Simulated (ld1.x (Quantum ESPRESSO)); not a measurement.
## Configuration tests for ruthenium (TM)

| Property | Result |
| --- | --- |
| Element | ruthenium |
| Generator | ld1.x (Quantum ESPRESSO) 7.5 |
| Type | norm-conserving Troullier–Martins (Kleinman–Bylander form) |
| Functional | PBE |
| Relativity | fully relativistic |
| Frozen core | [Kr] |
| Valence charge | 8 |
| Reference configuration | 4d6 5s2 5p0 |
| Partial waves | 5s (bound): rc 2.50 bohr; 4d (bound): rc 1.65 bohr; 5p (bound, empty): rc 3.60 bohr |
| Local potential | the p channel |
| Core correction | a·sin(br)/r model core, default radius (core density twice the valence density) |

Open shells are filled in proportion to 2j + 1 (rel_dist='average').

Energies are relative to the spin-unpolarised reference configuration 4d6 5s2 5p0; without spin polarisation the order of configurations can differ from experiment. Not all tests gave a result: 1 of 7 tests not solved or not reliable. The p channel is local and has no spin–orbit splitting in the pseudo-atom.

```csv
valence configuration,charge,ΔE all-electron (eV),error AE − PS (meV)
4d7 5s1 5p0,0,-1.701,-156
4d6 5s0 5p0,+2,23.779,-55
4d7.5 5s0.5 5p0,0,-2.019,-328
4d7 5s0.5 5p0,+0.5,1.163,-193
4d6 5s1 5p1,0,3.948,-3.9
```

Problem. What are ΔE and the potential's error for 4d4 5s0 5p0?

Solution. ΔE = 98.905 eV all-electron; the error (AE − PS) is -1235 meV.
